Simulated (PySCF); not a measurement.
Compound: C3H6BF2N.
Numbering: `[CH2:1]=[N:2][CH2:3][CH2:4][B:5]([F:6])[F:7]` (hydrogens: H8, H9 on C1; H10, H11 on C3; H12, H13 on C4)

Method: PBE0-D3(BJ)/def2-SVP geometry optimisation, gas phase in PySCF.

Q: List the bond lengths, angles and torsions at this level.

A: 
```csv
bond,length (pm),order
C1=N2,126.2,double
N2–C3,144.3,single
C3–C4,152.5,single
C4–B5,156.2,single
"B5–F6, B5–F7",132.2,single
C1–H8,110.9,single
C1–H9,110.0,single
"C3–H10, C3–H11",110.7,single
"C4–H12, C4–H13",110.4,single
```

Bonds in one row agree within 1 pm and their mean is given. Orders are formal, as drawn. A selection of angles:
```csv
angle,degrees
N2–C1–H8,123.4
N2–C1–H9,119.5
H8–C1–H9,117.1
C1–N2–C3,118.6
N2–C3–C4,109.5
N2–C3–H10,112.4
N2–C3–H11,107.6
C4–C3–H10,110.3
H10–C3–H11,107.3
C3–C4–B5,113.8
C3–C4–H12,110.4
B5–C4–H12,109.2
B5–C4–H13,107.0
H12–C4–H13,105.6
C4–B5–F6,122.0
F6–B5–F7,116.1
```

Dihedral angles: C1–N2–C3–C4 121° (anticlinal); N2–C3–C4–B5 -65° (synclinal); C3–C4–B5–F6 162° (antiperiplanar). The mirror-image conformer, all signs reversed, is as good.

B5 (three-coordinate boron) is planar (angles 122.0°, 121.8° and 116.1°, sum 360.0°, 0.01 Å off the plane of its three neighbours). The C–N distances run from 1.262 Å (C1=N2, drawn double) to 1.443 Å (N2–C3, drawn single), a spread of 0.181 Å. Of the pairs four or more bonds apart, H8···H10 is among the closest relative to their van der Waals radii: 2.22 Å, 92 % of the sum of Bondi's values.

Point group: C1 (no symmetry element, even within 0.4 Å). Whether it is a minimum is left open (no frequencies). The numbers are those of one conformer.
